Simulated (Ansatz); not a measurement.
The same path of a periodic cell of 17 atoms, Na$_{16}$Li (host Na, host structure bcc, interstitial Li) was run twice with different band settings. Lost on the way: Na1–Na5, Na1–Na10, Na3–Na14, Na3–Na16, Na7–Li17, Na12–Na15. Made: Na1–Li17, Na3–Na8, Na3–Na13, Na5–Na7, Na7–Na10, Na12–Na14.

Method: DFT PBE, scalar-relativistic, plane waves, PAW (Ansatz 0.2.0). Settings: cutoff 420 eV, k mesh 2x2x2, gaussian smearing 0.05 eV, no spin polarisation.

Relaxed end points:

```xyz
17
Lattice="8.4600 0.0000 0.0000 0.0000 8.4600 0.0000 0.0000 0.0000 8.4600" Properties=species:S:1:pos:R:3
Na 0.264 -0.024 0.341
Na 3.898 -0.026 -0.081
Na 0.094 4.278 -0.133
Na -0.162 0.027 3.960
Na 2.042 2.554 1.948
Na 4.036 4.266 -0.396
Na 4.853 -0.002 4.957
Na 5.858 1.967 2.076
Na -0.224 4.180 4.176
Na 2.077 5.950 2.083
Na 1.990 1.888 6.042
Na 4.193 4.150 4.414
Na 5.872 6.468 2.117
Na 6.619 2.022 6.708
Na 2.000 6.561 5.975
Na 6.621 6.429 6.653
Li 2.863 0.074 3.029
```

```xyz
17
Lattice="8.4600 0.0000 0.0000 0.0000 8.4600 0.0000 0.0000 0.0000 8.4600" Properties=species:S:1:pos:R:3
Na -0.716 -0.125 -0.622
Na 4.280 0.063 0.328
Na -0.144 4.454 -0.006
Na 0.227 -0.062 4.399
Na 2.044 2.508 2.145
Na 4.568 4.176 0.190
Na 3.947 0.117 3.995
Na 6.752 1.934 2.160
Na 0.061 4.339 4.496
Na 2.356 5.912 2.299
Na 2.044 1.989 6.766
Na 4.355 4.055 4.172
Na 6.582 6.547 2.241
Na 6.177 2.087 6.151
Na 2.226 6.499 6.720
Na 5.934 6.408 6.072
Li 1.192 -0.148 1.352
```

Common settings: climbing image yes; spring 5.0 eV/Å²; optimiser quadratic models (default); end points relaxed.

| run | movable images | start path | force threshold | iteration limit |
| --- | --- | --- | --- | --- |
| 1 | 5 | IDPP | 0.03 eV/Å | 80 |
| 2 | 3 | default | 0.2 eV/Å | 50 |

**Question.** What does each run give, and how far can it be trusted?

**Answer.** Run 1: converged after 42 iterations, highest image 0.024 eV above the first end. A structure lower than the first end lies on the path between it and the top, so the climb from that side starts below the end, which may itself be a saddle point or a shallow side well. A structure lower than the last end lies on the path between it and the top, so the climb from that side starts below the end, which may itself be a saddle point or a shallow side well. By the program's own check the climbing image is of a kind that is not told: the force calls were inconclusive, a negative curvature could not be distinguished from the path's own, the only one lies far off the path, or fixed occupations may fill a level only in part (lowest curvatures found: -0.05 and 0.03 eV/Å²).
Run 2: converged after 2 iterations, highest image 0.214 eV above the first end. The threshold of 0.2 eV/Å is loose, so the images may lie well off the minimum-energy path. The order of the point at the top wasn't checked. Another band between the same ends, with other settings, climbed to 0.024 eV only, so this figure is probably too high.
Limits of this set-up: coarse k mesh, a small cell, in which the defect meets its images, a typed lattice constant that wasn't relaxed here.
